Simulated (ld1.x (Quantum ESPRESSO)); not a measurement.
**What one change does to a pseudopotential (oxygen, RRKJ)**

* Element: O
* Generator: ld1.x (Quantum ESPRESSO) 7.5
* Type: norm-conserving RRKJ (Kleinman–Bylander form)
* Functional: PW91
* Relativity: scalar-relativistic
* Frozen core: [He]
* Valence charge: 6
* Reference configuration: 2s2 2p3.5 (charge +0.5)
* Partial waves: 2s (bound): rc 0.65 bohr; 2p (bound): rc 1.65 bohr; 3d channel at -0.05 Ry: rc 1.75 bohr
* Local potential: all-electron potential smoothed inside 0.95 bohr (lloc = -1)
* Core correction: a·sin(br)/r model core inside 0.40 bohr

Change: core correction a·sin(br)/r model core inside 0.42 bohr.

Cutoffs: the cutoffs (Ry, on a coarse ladder) from which the occupation-weighted sum of valence levels, in a spherical-Bessel basis at the reference potential, stays within 10 and 1 mRy of its value at 400 Ry; they do not see the model core or the augmentation charge, which bear on the density cutoff. Errors are all-electron minus pseudo energies relative to the spin-unpolarised reference configuration.

Question: What does the change do?

Answer: The potential gets neither clearly harder nor softer (80 Ry and 200 Ry → 80 Ry and 200 Ry); the errors of the 7 common tests hardly move; neither file shows a bound ghost. A wider model core is smoother and lowers the density cutoff, which this test does not measure.

| quantity | base | changed |
| --- | --- | --- |
| cutoff, loose | 80 Ry | 80 Ry |
| cutoff, tight | 200 Ry | 200 Ry |
| bound ghosts | none | none |
| error for 2s2 2p4, meV [ΔE -6.33 eV] | +5.2 | +5.2 |
| error for 2s2 2p3, meV [ΔE 10.19 eV] | +13 | +14 |
| error for 2s2 2p2, meV [ΔE 43.90 eV] | +257 | +258 |
| error for 2s2 2p4.3, meV [ΔE -8.47 eV] | +8.6 | +8.6 |
| error for 2s1 2p4, meV [ΔE 25.38 eV] | -55 | -55 |
| error for 2s1 2p5, meV [ΔE 8.59 eV] | +52 | +52 |
| error for 2s2 2p0, meV [ΔE 174.94 eV] | +3767 | +3774 |
| s: phases at 1.90 bohr within 0.05 rad from the reference energy up to (Ry; the scan ends near 5) | to the end of the scan | to the end of the scan |
| p: phases at 1.90 bohr within 0.05 rad from the reference energy up to (Ry; the scan ends near 5) | 1.8 | 1.8 |
| d: phases at 1.90 bohr within 0.05 rad from the reference energy up to (Ry; the scan ends near 5) | to the end of the scan | to the end of the scan |
